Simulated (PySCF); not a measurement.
Precursor series Hf Cl-H. Isolated molecules, 0 K electronic values unless said otherwise.

These are PySCF 2.14.0 with PBE-D3(BJ)/def2-TZVP // r2SCAN-D4/def2-SVP values and carry that method's errors. 

```
species                                  coordination number  mean distance from the central atom to its bonded neighbours (Å)  HOMO (eV)  HOMO–LUMO gap (eV)
---------------------------------------  -------------------  ----------------------------------------------------------------  ---------  ------------------
0 of 4 Cl replaced by H ([Hf(Cl)4])                      ___                                                             2.333      -8.32                 ___
1 of 4 Cl replaced by H ([Hf(Cl)3(H)])                     4                                                               ___      -7.85                4.73
2 of 4 Cl replaced by H ([Hf(Cl)2(H)2])                    4                                                             2.085      -7.42                4.14
3 of 4 Cl replaced by H                                  ___                                                             1.965        ___                4.13
4 of 4 Cl replaced by H ([Hf(H)4])                         4                                                             1.847      -7.12                4.05
```

**Question.** What belongs in the gaps?

**Answer.** 
- 0 of 4 Cl replaced by H ([Hf(Cl)4]), coordination number: 4
- 0 of 4 Cl replaced by H ([Hf(Cl)4]), HOMO–LUMO gap (eV): 5.29
- 1 of 4 Cl replaced by H ([Hf(Cl)3(H)]), mean distance from the central atom to its bonded neighbours (Å): 2.207
- 3 of 4 Cl replaced by H, coordination number: 4
- 3 of 4 Cl replaced by H, HOMO (eV): -7.26
